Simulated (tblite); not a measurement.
C₇H₅ClO₃S.
SMILES with atom numbers: `[CH3:1][O:2][C:3](=[O:4])[c:5]1[cH:6][cH:7][s:8][c:9]1[C:10](=[O:11])[Cl:12]` (hydrogens: H13, H14, H15 on C1; H16 on C6; H17 on C7)

Computed geometry: GFN2-xTB, gas phase.

Some entries are withheld. Bonds in one row agree within 0.01 Å.

| coordinate | value |
| --- | --- |
| C1–O2 | 1.423 Å |
| O2–C3 | ? |
| C3=O4 | 1.202 Å |
| C3–C5 | ? |
| C5–C6 | ? |
| C6–C7 | 1.364 Å |
| C7–S8 | ? |
| S8–C9 | 1.730 Å |
| C9–C10 | 1.441 Å |
| C10=O11 | 1.189 Å |
| C10–Cl12 | 1.782 Å |
| C5–C9 | 1.385 Å |
| C1–H13, C1–H14, C1–H15 | 1.090 Å |
| C6–H16 | 1.075 Å |
| C7–H17 | 1.073 Å |
| C1–O2–C3 | ? |
| O2–C3–O4 | 125.9° |
| O2–C3–C5 | 110.7° |
| O4–C3–C5 | 123.4° |
| C3–C5–C6 | 123.0° |
| C3–C5–C9 | ? |
| C6–C5–C9 | 112.3° |
| C5–C6–C7 | 112.4° |
| C6–C7–S8 | 112.9° |
| C7–S8–C9 | 91.1° |
| S8–C9–C10 | 121.7° |
| C5–C9–S8 | 111.2° |
| C5–C9–C10 | ? |
| C9–C10–O11 | 128.7° |
| C9–C10–Cl12 | 111.6° |
| O11–C10–Cl12 | 119.8° |

Task: Estimate the withheld lengths and angles.

Result: 
- O2–C3 = 1.328 Å, drawn single (ends: ester single-bonded oxygen; ester carbonyl carbon); 0.06 Å below the sum of covalent radii, 1.39 Å.
- C3–C5 = 1.491 Å, drawn single (ester carbonyl carbon to substituted aromatic carbon); 0.03 Å above the sum of covalent radii, 1.46 Å.
- C5–C6 = 1.407 Å, aromatic (substituted aromatic carbon to aromatic CH carbon); 0.05 Å below the sum of covalent radii, 1.46 Å.
- C7–S8 = 1.707 Å, aromatic (aromatic CH next to a ring sulfur to thiophene-type sulfur); 0.07 Å below the sum of covalent radii, 1.78 Å.
- C1–O2–C3 = 117.8°, at the ester single-bonded oxygen; the outer atoms are 2.356 Å apart.
- C3–C5–C9 = 124.7°, at the substituted aromatic carbon; the outer atoms are 2.548 Å apart.
- C5–C9–C10 = 127.0°, at the substituted aromatic carbon; the outer atoms are 2.529 Å apart.

Radii are Cordero's, carbon taken as 0.76, 0.73 or 0.69 Å for four, three, and two or fewer neighbours.

Its GFN2-xTB frequencies are all real (lowest 29 cm⁻¹). One conformer, not necessarily the lowest (C1–O2–C3–O4 -7°, O2–C3–C5–C6 128°, S8–C9–C10–O11 168°).
